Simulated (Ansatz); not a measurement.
Cartesian coordinates in Å:
```
Al 0.4207 0.1094 -1.5552
Cl 0.9349 1.2998 0.3444
Al -0.4205 -0.1096 1.5552
Cl -0.9434 -1.2932 -0.3462
H 1.6980 -0.7011 -1.9859
H -0.4891 1.0115 -2.4675
H 0.4960 -1.0141 2.4585
H -1.6965 0.6971 1.9967
```

The species carries charge 0 and has multiplicity 1.

(1) List the r2SCAN/def2-TZVPP orbital energies in eV (Ansatz). (Best estimate.)

Results:

(1) Ansatz gave: Occupied: -2754.33, -2754.33, -1517.94, -1517.94, -255.75, -255.75, -194.22, -194.22, -194.21, -194.21, -194.14, -194.14, -111.37, -111.37, -71.66, -71.66, -71.59, -71.59, -71.43, -71.43, -22.57, -22.07, -12.13, -12.06, -10.73, -9.99, -9.60, -9.38, -9.22, -8.63, -7.88, -7.44. Lowest empty: -1.30, -0.25, -0.15, 0.21, 0.59, 1.16, 1.19, 2.38.
